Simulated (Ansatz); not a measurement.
Molecule: sum formula AlOH₃, charge 0, multiplicity 1. 
Structure (B3LYP-D3(BJ)/def2-TZVP (Ansatz, a first-principles code) minimum search):
SMILES: [OH][AlH2]
```xyz
5

O      1.0824    -0.2049    -0.0084
Al    -0.5960     0.0639     0.0079
H      1.7380     0.4912    -0.0688
H     -1.1551     1.5379    -0.0801
H     -1.4942    -1.2206     0.1130
```
Charge 0, spin multiplicity 1.

Basis-set convergence of Hartree-Fock and CCSD(T) correlation energies (hartree) with Ansatz. Cores are frozen in the correlated levels unless marked. Spin-orbit coupling is left out. No relativistic terms.

```
basis            functions       E(HF)  E(corr, CCSD(T))
---------------  ---------  ----------  ----------------
aug-cc-pV(D+d)Z         82  -318.58620          -0.30818
aug-cc-pV(T+d)Z        170  -318.61570          -0.36749
aug-cc-pV(Q+d)Z        307  -318.62377          -0.38675
```

Extrapolating the two largest sets (X = 3 and 4) as X^-3: E(corr) = (64·(-0.38675) - 27·(-0.36749))/37 = -0.4008 Eh, an estimate of the basis-set limit. The largest set recovers 96.5 % of it, the smallest 76.9 %.
